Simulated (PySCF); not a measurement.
C₆H₅F.
InChI=1S/C6H5F/c1-3-5-4(2)6(5)7/h1,5-6H,2H2/t5-,6-/m1/s1

The closed-shell ground state was solved at several levels (PySCF, density fitting, gas phase, non-relativistic). Isolated species at its GFN2-xTB geometry, gas phase.

```json
{"level": "B3LYP/pcJ-1", "basis functions": "239", "HOMO (eV)": "-7.38", "LUMO (eV)": "-0.97", "gap (eV)": "6.41", "dipole (D)": "1.43"}
{"level": "PBE0/pcSseg-1", "basis functions": "144", "HOMO (eV)": "-7.64", "LUMO (eV)": "-0.77", "gap (eV)": "6.87", "dipole (D)": "1.45"}
```

Question: What might PBE0/def2-SVPD (183 basis functions) give for the same quantities?

Answer: HOMO -7.68 eV, LUMO -0.88 eV, gap 6.80 eV, dipole 1.48 D.

Question: Over all these levels, which gives the widest orbital gap and which the narrowest?

Answer: PBE0/pcSseg-1 (global hybrid, 25 % exact exchange) has the widest, 6.87 eV, and B3LYP/pcJ-1 (global hybrid, 20 % exact exchange) the narrowest, 6.41 eV. Functional and basis both differ between the two, so the spread mixes both effects.

Question: How far do the dipole and the HOMO energy spread over the levels?

Answer: The dipole runs from 1.43 to 1.48 D (mean 1.46 D) and the HOMO from -7.68 to -7.38 eV.
